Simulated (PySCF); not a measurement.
C2H2F3, SMILES FC[C](F)F, multiplicity 2. Atoms are numbered in the order given.

```xyz
7

F     -1.6350    -0.5689     0.0000
C     -0.9130     0.6164     0.0000
C      0.5534     0.3707     0.0000
F      1.0683    -0.1773     1.0935
F      1.0683    -0.1773    -1.0935
H     -1.1782     1.1944    -0.8998
H     -1.1782     1.1944     0.8998
```
Charge 0, spin multiplicity 2.

Coordinates come from a B3LYP-D3(BJ)/def2-SVP optimisation. The isomer is the one that the SMILES or the coordinates give; other isomers of the formula were not compared. One conformer was computed; it need not be the lowest.

These are PBE/pcH-1 in PySCF values and carry that method's errors.

Unrestricted Kohn–Sham, ⟨S²⟩ = 0.752. Hyperfine tensors hold the contact and dipolar terms, without spin-orbit corrections.

Computed hyperfine couplings:
| nucleus | A(iso) (MHz) | A(iso) (G) | dipolar principal values (MHz) |
|---|---|---|---|
| 19F no. 1 | 223.7 | 79.8 | -117.2, -106.3, 223.5 |
| 13C no. 2 | 89.7 | 32.0 | -4.0, -3.4, 7.4 |
| 13C no. 3 | 304.5 | 108.7 | -74.0, -73.8, 147.9 |
| 19F no. 4 | 163.1 | 58.2 | -247.5, -229.8, 477.3 |
| 19F no. 5 | 163.1 | 58.2 | -247.5, -229.8, 477.3 |
| 1H no. 6 | -0.8 | -0.3 | -7.6, -4.0, 11.6 |
| 1H no. 7 | -0.8 | -0.3 | -7.6, -4.0, 11.6 |

Q: And the g tensor (effective nuclear charges for spin-orbit coupling, GIAO)? (The exact figures need the calculation; the answer reports its results.)

A: principal values 2.0019, 2.0051, 2.0053; isotropic 2.0041.
